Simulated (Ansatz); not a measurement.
Born–Oppenheimer molecular dynamics of CH$_{6}$Sn (8 atoms, charge 0, multiplicity 1). It starts from a relaxed structure.

Computed with RKS PBE0-D4/def2-SVP (Ansatz).

```
ensemble        : NVT, Langevin thermostat
time step       : 0.5 fs
steps asked     : 166
set temperature : 1500 K
friction        : 0.02 /fs
seed            : 166928
```

First frame:

```xyz
8
Properties=species:S:1:pos:R:3
Sn -0.002 -0.001 0.000
C 0.000 0.000 2.151
H -1.028 -0.092 2.529
H 0.594 -0.844 2.529
H 0.434 0.936 2.529
H 1.603 0.140 -0.588
H -0.919 1.324 -0.588
H -0.679 -1.463 -0.588
```

Problem. What does the run give?

Solution. All steps were run.

```json
{
  "steps done": "166",
  "time covered": "83 fs",
  "mean temperature over the second half": "1256 K",
  "spread of the potential energy over the second half": "19.9 meV per atom",
  "mean potential energy of the second half above the start": "123.8 meV per atom"
}
```

The mean temperature of the second half is 16 % below the set value. A run of 0.083 ps of so small a system gives no equilibrium averages.

Problem. What happens to the structure?

Solution. The same pairs are bonded in the first frame and the last. Pairs count as bonded within 1.25 times the sum of covalent radii (0.12 Å more for H–H). Another seed would give other details.

Problem. How do temperature and energy run in time?

Solution. 
| time (fs) | T (K) | potential energy less start (eV) |
| --- | --- | --- |
| 0 | 1312 | 0.000 |
| 2.5 | 1014 | 0.429 |
| 5 | 817 | 0.462 |
| 7.5 | 530 | 0.923 |
| 10 | 404 | 0.951 |
| 12.5 | 874 | 0.834 |
| 15 | 1198 | 0.848 |
| 17.5 | 1426 | 0.759 |
| 20 | 1143 | 0.895 |
| 22.5 | 1162 | 0.730 |
| 25 | 932 | 0.931 |
| 27.5 | 986 | 0.875 |
| 30 | 1234 | 0.843 |
| 32.5 | 1044 | 0.928 |
| 35 | 1284 | 0.934 |
| 37.5 | 1385 | 0.896 |
| 40 | 1404 | 0.608 |
| 42.5 | 1248 | 0.827 |
| 45 | 1254 | 0.835 |
| 47.5 | 1062 | 0.914 |
| 50 | 1196 | 0.804 |
| 52.5 | 935 | 1.109 |
| 55 | 1139 | 1.133 |
| 57.5 | 1248 | 1.125 |
| 60 | 1564 | 1.025 |
| 62.5 | 960 | 1.074 |
| 65 | 806 | 1.202 |
| 67.5 | 1317 | 0.913 |
| 70 | 1334 | 1.008 |
| 72.5 | 1272 | 1.115 |
| 75 | 1225 | 1.310 |
| 77.5 | 1629 | 0.966 |
| 80 | 1672 | 0.702 |
| 82.5 | 1408 | 0.783 |

Run time: 7 min on 1 thread of Arm Neoverse V1 (shared host), peak memory 0.13 GiB.
